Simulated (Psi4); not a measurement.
CH$_{2}$O, charge -1, doublet, at a GFN2-xTB geometry (a state made from the parent by changing its charge; the spin is typed, not shown lowest) (a gas-phase anion, which may not be bound at this level); Psi4 with R2SCAN/def2-SV(P).

The Psi4 input:
```
memory 2 GB

molecule {
-1 2
  C    -0.55554107    0.10422483    0.16870758
  O     0.70198348   -0.13609890   -0.11107784
  H    -1.32265872   -0.67187106   -0.10075169
  H    -0.95996269    1.13531329   -0.02287105
}

set basis def2-sv(p)
set reference uks
set dft_radial_points 50

energy('r2scan')
print_variables()
```

It wrote (shortened):

```
   => Loading Basis Set <=

    Name: DEF2-SV(P)
    Role: ORBITAL
    Keyword: BASIS

         ---------------------------------------------------------
                                   SCF
               by Justin Turney, Rob Parrish, Andy Simmonett
                          and Daniel G. A. Smith
                              UKS Reference
         ---------------------------------------------------------

  ==> Geometry <==

    Molecular point group: c1
    Full point group: C1

    Geometry (in Angstrom), charge = -1, multiplicity = 2:

       Center              X                  Y                   Z               Mass
    ------------   -----------------  -----------------  -----------------  -----------------
         C           -0.630887535975     0.119523563955     0.164601682545    12.000000000000
         O            0.626637014025    -0.120800166045    -0.115183737455    15.994914619570
         H           -1.398005185975    -0.656572326045    -0.104857587455     1.007825032230
         H           -1.035309155975     1.150612023955    -0.026976947455     1.007825032230

  Running in c1 symmetry.

  Rotational constants: A =      8.87068  B =      1.11532  C =      1.01281 [cm^-1]
  Rotational constants: A = 265936.19535  B =  33436.44722  C =  30363.30710 [MHz]
  Nuclear repulsion =   29.361385528111221

  Charge       = -1
  Multiplicity = 2
  Electrons    = 17
  Nalpha       = 9
  Nbeta        = 8

  ==> Algorithm <==

  SCF Algorithm Type is DF.
  DIIS enabled.
  MOM disabled.
  Fractional occupation disabled.
  Guess Type is SAD.
  Energy threshold   = 1.00e-06
  Density threshold  = 1.00e-06
  Integral threshold = 1.00e-12

  ==> Primary Basis <==

  Basis Set: DEF2-SV(P)
    Blend: DEF2-SV(P)
    Number of shells: 16
    Number of basis functions: 32
    Number of Cartesian functions: 34
    Spherical Harmonics?: true
    Max angular momentum: 2

  ==> DFT Potential <==

   => LibXC <=

    Version 7.1.2
    S. Lehtola, C. Steigemann, M. J. T. Oliveira, and M. A. L. Marques,  SoftwareX 7, 1–5 (2018) (10.1016/j.softx.2017.11.002)

   => Composite Functional: R2SCAN <=

    r2SCAN Meta-GGA XC Functional  (0.1021/acs.jpclett.0c02405)
    J. W. Furness, A. D. Kaplan, J. Ning, J. P. Perdew, J. Sun  J. Phys. Chem. Lett.  11, 8208–8215, 2020

    Deriv               =              1
    GGA                 =           TRUE
    Meta                =           TRUE

    Exchange Hybrid     =          FALSE
    MP2 Hybrid          =          FALSE

   => Exchange Functionals <=

    1.0000   XC_MGGA_X_R2SCAN

   => Correlation Functionals <=

    1.0000   XC_MGGA_C_R2SCAN

   => LibXC Density Thresholds  <==

    XC_MGGA_C_R2SCAN:  1.00E-15
    XC_MGGA_X_R2SCAN:  1.00E-11

   => Molecular Quadrature <=

    Radial Scheme          =       TREUTLER
    Pruning Scheme         =           NONE
    Nuclear Scheme         =       TREUTLER

    Blocking Scheme        =         OCTREE
    BS radius alpha        =              1
    Pruning alpha          =              1
    Radial Points          =             50
    Spherical Points       =            302
    Total Points           =          59042
    Total Blocks           =            519
    Max Points             =            253
    Max Functions          =             32
    Weights Tolerance      =       1.00E-15

   => Loading Basis Set <=

    Name: (DEF2-SV(P) AUX)
    Role: JKFIT
    Keyword: DF_BASIS_SCF

  ==> Integral Setup <==

  SCF_SUBTYPE=INCORE selected. In-core MEM_DF algorithm will be used.
  Using in-core AOs.

  ==> MemDFJK: Density-Fitted J/K Matrices <==

    J tasked:                   Yes
    K tasked:                    No
    wK tasked:                   No
    Algorithm:                 Core
    Schwarz Cutoff:           1E-12
    Mask sparsity (%):       0.0000
    Fitting Condition:        1E-10

   => Auxiliary Basis Set <=

  Basis Set: (DEF2-SV(P) AUX)
    Blend: DEF2-UNIVERSAL-JKFIT
    Number of shells: 62
    Number of basis functions: 188
    Number of Cartesian functions: 222
    Spherical Harmonics?: true
    Max angular momentum: 4

  Minimum eigenvalue in the overlap matrix is 2.0663249219E-02.
  Reciprocal condition number of the overlap matrix is 5.0803158690E-03.
    Using symmetric orthogonalization.

  ==> Pre-Iterations <==

  SCF Guess: Superposition of Atomic Densities via on-the-fly atomic UHF (no occupation information).

   -------------------------
    Irrep   Nso     Nmo
   -------------------------
     A         32      32
   -------------------------
    Total      32      32
   -------------------------

  ==> Iterations <==

                           Total Energy        Delta E     RMS |[F,P]|

   @DF-UKS iter SAD:  -113.81248626494413   -1.13812e+02   0.00000e+00
   @DF-UKS iter   1:  -114.02737281434980   -2.14887e-01   2.23016e-02 ADIIS/DIIS
   @DF-UKS iter   2:  -113.18388871409459    8.43484e-01   4.51226e-02 ADIIS/DIIS
   @DF-UKS iter   3:  -114.23247212656796   -1.04858e+00   1.00854e-02 ADIIS/DIIS
   @DF-UKS iter   4:  -114.27773494832186   -4.52628e-02   4.81390e-03 ADIIS/DIIS
   @DF-UKS iter   5:  -114.28843858606960   -1.07036e-02   5.76586e-04 ADIIS/DIIS
   @DF-UKS iter   6:  -114.28863278462981   -1.94199e-04   1.44284e-04 ADIIS/DIIS
   @DF-UKS iter   7:  -114.28864679309221   -1.40085e-05   2.58685e-05 DIIS
   @DF-UKS iter   8:  -114.28864744430834   -6.51216e-07   1.01659e-05 DIIS
   @DF-UKS iter   9:  -114.28864751997011   -7.56618e-08   1.63269e-06 DIIS
   @DF-UKS iter  10:  -114.28864752273292   -2.76280e-09   3.13569e-07 DIIS
  Energy and wave function converged.

  ==> Post-Iterations <==

   Electrons on quadrature grid:
      Nalpha   =    9.0000002659 ; deviation = 2.659e-07
      Nbeta    =    7.9999998633 ; deviation = -1.367e-07
      Ntotal   =   17.0000001292 ; deviation = 1.292e-07

   @Spin Contamination Metric:   3.783010744E-03
   @S^2 Expected:                7.500000000E-01
   @S^2 Observed:                7.537830107E-01
   @S   Expected:                5.000000000E-01
   @S   Observed:                5.000000000E-01

    Orbital Energies [Eh]
    ---------------------

    Alpha Occupied:

       1A    -18.616582     2A     -9.790425     3A     -0.620717
       4A     -0.290368     5A     -0.123690     6A     -0.072285
       7A     -0.032567     8A      0.087386     9A      0.170567

    Alpha Virtual:

      10A      0.302776    11A      0.366443    12A      0.455501
      13A      0.712048    14A      0.772271    15A      0.780489
      16A      0.829396    17A      0.919369    18A      0.936458
      19A      1.193435    20A      1.280167    21A      1.347040
      22A      1.612450    23A      1.925724    24A      1.928552
      25A      2.169701    26A      2.294861    27A      2.450801
      28A      2.969599    29A      2.970058    30A      3.319653
      31A      3.355807    32A      3.783647

    Beta Occupied:

       1A    -18.603631     2A     -9.780708     3A     -0.599827
       4A     -0.266111     5A     -0.116021     6A     -0.057354
       7A      0.024499     8A      0.097993

    Beta Virtual:

       9A      0.257113    10A      0.316017    11A      0.378692
      12A      0.472969    13A      0.776642    14A      0.792497
      15A      0.812510    16A      0.851118    17A      0.936223
      18A      0.949308    19A      1.206725    20A      1.339331
      21A      1.357340    22A      1.635497    23A      1.967601
      24A      1.969094    25A      2.232963    26A      2.312653
      27A      2.475675    28A      3.015241    29A      3.020460
      30A      3.368727    31A      3.376333    32A      3.807837

    Final Occupation by Irrep:
              A
    DOCC [     8 ]
    SOCC [     1 ]
    NA   [     9 ]
    NB   [     8 ]

  @DF-UKS Final Energy:  -114.28864752273292

   => Energetics <=

    Nuclear Repulsion Energy =             29.3613855281112208
    One-Electron Energy =                -219.0232702273798395
    Two-Electron Energy =                  90.2663890535892222
    DFT Exchange-Correlation Energy =     -14.8931518770535085
    Empirical Dispersion Energy =           0.0000000000000000
    VV10 Nonlocal Energy =                  0.0000000000000000
    Total Energy =                       -114.2886475227329157

  UHF NO Occupations:
  HONO-2 :    7  A 1.9997483
  HONO-1 :    8  A 1.9986674
  HONO-0 :    9  A 1.0000000
  LUNO+0 :   10  A 0.0013326
  LUNO+1 :   11  A 0.0002517
  LUNO+2 :   12  A 0.0001384
  LUNO+3 :   13  A 0.0001080

Computation Completed

Properties will be evaluated at   0.000000,   0.000000,   0.000000 [a0]

Properties computed using the SCF density matrix

 Multipole Moments:

 ------------------------------------------------------------------------------------
     Multipole            Electronic (a.u.)      Nuclear  (a.u.)        Total (a.u.)
 ------------------------------------------------------------------------------------

 L = 1.  Multiply by 2.5417464519 to convert [e a0] to [Debye]
 Dipole X            :          2.2627367           -2.2781469           -0.0154102
 Dipole Y            :         -0.4536557            0.4625667            0.0089110
 Dipole Z            :         -0.0108640           -0.1241443           -0.1350083
 Magnitude           :                                                    0.1361768

 ------------------------------------------------------------------------------------

  Variable Map:
  ----------------------------------------------------------------------------
  "CURRENT ENERGY"              =>    -114.288647522733
  "CURRENT REFERENCE ENERGY"    =>    -114.288647522733
  "DD SOLVATION ENERGY"         =>       0.000000000000
  "DFT FUNCTIONAL TOTAL ENERGY" =>    -114.288647522733
  "DFT TOTAL ENERGY"            =>    -114.288647522733
  "DFT VV10 ENERGY"             =>       0.000000000000
  "DFT XC ENERGY"               =>     -14.893151877054
  "GRID ELECTRONS ALPHA"        =>       9.000000265889
  "GRID ELECTRONS BETA"         =>       7.999999863283
  "GRID ELECTRONS TOTAL"        =>      17.000000129172
  "NUCLEAR REPULSION ENERGY"    =>      29.361385528111
  "ONE-ELECTRON ENERGY"         =>    -219.023270227380
  "PCM POLARIZATION ENERGY"     =>       0.000000000000
  "PE ENERGY"                   =>       0.000000000000
  "SCF ITERATION ENERGY"        =>    -114.288647522733
  "SCF ITERATIONS"              =>      10.000000000000
  "SCF TOTAL ENERGY"            =>    -114.288647522733
  "TWO-ELECTRON ENERGY"         =>      90.266389053589
  "XC GRID RADIAL POINTS"       =>      50.000000000000
  "XC GRID SPHERICAL POINTS"    =>     302.000000000000
  "XC GRID TOTAL POINTS"        =>   59042.000000000000

  Array Variable Map:
  ----------------------------------------------------------------------------
  "CURRENT DIPOLE"              =>      -0.015410225498 ... -0.135008333649 1 by 3
  "SCF DIPOLE"                  =>      -0.015410225498 ... -0.135008333649 1 by 3
  "SCF TOTAL ENERGIES"          =>    -113.812486264944 ... -114.288647522733 1 by 11
```
